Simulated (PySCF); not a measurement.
## Correlation energy of P (phosphorus, neutral)

[Ne] 3s2 3p3, high-spin 4S determinant. Computed with PySCF 2.14 in pcseg-2 (5s4p2d1f, 34 functions), with the non-relativistic Hamiltonian (point nucleus). Frozen: [Ne]; 5 electrons correlated.

MP2 pair energies summed by pair of shells (mhartree):

```
 pair  energy  share (%)
3s-3p  -49.35       65.6
3p-3p  -15.71       20.9
3s-3s  -10.18       13.5
```

Total MP2 correlation energy: -75.24 mhartree.

Same-spin part -19.47 and opposite-spin part -55.76 mhartree; SCS-MP2 scales them by 1/3 and 6/5 to -73.41 mhartree.

```csv
level,correlation energy (mhartree)
CCSD,-92.00
(T),-2.81
CCSD(T),-94.81
```

Diagnostics: T1 = 0.0071, D1 = 0.0111, largest double amplitude 0.055.

Cost of the coupled-cluster step: 0.27 s of wall time on 1 thread of Neoverse-V2 (shared host), for 5 correlated electrons.
